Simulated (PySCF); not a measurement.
Computed IR spectrum (relative IR intensity) of a molecule C4H10Si2. The structure is a stationary point at PBE0-D3(BJ)/def2-SVP. One conformer was computed; it need not be the lowest. All values below come from PBE0-D3(BJ)/def2-SVP in PySCF. Frequencies are harmonic and unscaled.

Lines under 2 % of the strongest are left out, and lines within 2 cm⁻¹ are merged.

ν (cm⁻¹): 336 (w), 347 (vw), 428 (vw), 454 (vw), 549 (w), 576 (m), 645 (vw), 655 (vw), 673 (w), 694 (s), 719 (w), 757 (s), 768 (s), 859 (s), 894 (vs), 932 (s), 951 (w), 1120 (w), 1141 (w), 1257 (w), 1402 (w), 1429 (w), 1669 (m), 2198 (vs), 2211 (s), 2222 (vs), 3056 (w), 3132 (m), 3177 (w) (against the strongest line: vs over 80 %, s over 45 %, m over 15 %, w over 4 %, vw less)

**Question.** Which structure fits?
A. C[Si@H]1C=CC[SiH2]1
B. C/C=C1/C[SiH2][SiH2]1
C. C=C([SiH3])/C=C/[SiH3]
D. CC=C=C[SiH2][SiH3]

**Answer.** A, C[Si@H]1C=CC[SiH2]1
